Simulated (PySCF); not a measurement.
# How methods differ on the interval between two levels of Sb⁺

Sb⁺ [Kr] 4d10 5s2 5p2 [3P2, M_J = 2] → Sb⁺ [Kr] 4d10 5s1 5p2 5d1 [5F5, M_J = 5], as a difference of total energies. Computed with PySCF 2.14 in x2c-TZVPall-2c with one added diffuse shell each of s, p, d, f type (9s10p6d3f, 90 functions), with the two-component X2C-1e Hamiltonian. Correlated levels: [Ar] 3d10 frozen; the 6 highest virtual spinors dropped. "Screened" scales the spin-orbit matrix elements by Boettger's factors to mimic the two-electron term; Breit and QED terms are absent.

```json
{"method": "GHF (spin-free)", "interval between two levels (cm⁻¹)": "112580"}
{"method": "GMP2 (spin-free)", "interval between two levels (cm⁻¹)": "128340"}
{"method": "GHF (screened spin-orbit)", "interval between two levels (cm⁻¹)": "113730"}
{"method": "GMP2 (screened spin-orbit)", "interval between two levels (cm⁻¹)": "129340"}
```

The labels give the starting determinants; with spin-orbit coupling the two ends relaxed to ⟨J²⟩ = 6.01, ⟨L²⟩ = 2.52, ⟨S²⟩ = 1.78 and ⟨J²⟩ = 30.01, ⟨L²⟩ = 12.11, ⟨S²⟩ = 5.98.

The promoted electron is Rydberg-like, and one or two diffuse shells describe it only roughly, which tends to raise the upper state.
